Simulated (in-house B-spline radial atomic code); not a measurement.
Inner levels of gadolinium as electrons are removed. A shift is the extra binding of the orbital against the neutral atom ([Xe] 4f5/2(6) 4f7/2(1) 5d3/2(1) 6s2). The density at the nucleus is averaged over the nuclear charge. Computed with a radial B-spline atomic code at the basis-set limit: Dirac-Hartree-Fock, jj configuration that fills j = l - 1/2 first, finite nuclei.

A number in brackets counts the electrons of a j subshell.

```
  ion      configuration  shift of 1s1/2 (eV)  radius of 1s1/2 (bohr)  Σ<r²> (bohr²)  change of density at nucleus (bohr⁻³)
Gd58+  [He] 2s2 2p1/2(2)              5782.24                0.021826       0.033559                                 -11218
Gd59+  [He] 2s2 2p1/2(1)              6221.22                0.021807       0.026531                               -11373.2
Gd60+           [He] 2s2              6665.74                0.021787       0.019721                               -11565.5
Gd61+           [He] 2s1              7039.07                0.021785       0.010417                               -47214.6
Gd62+                1s2              7415.54                0.021775      0.0012917                               -83630.9
Gd63+                1s1              8599.99                0.021633       0.000637                                -333074
```
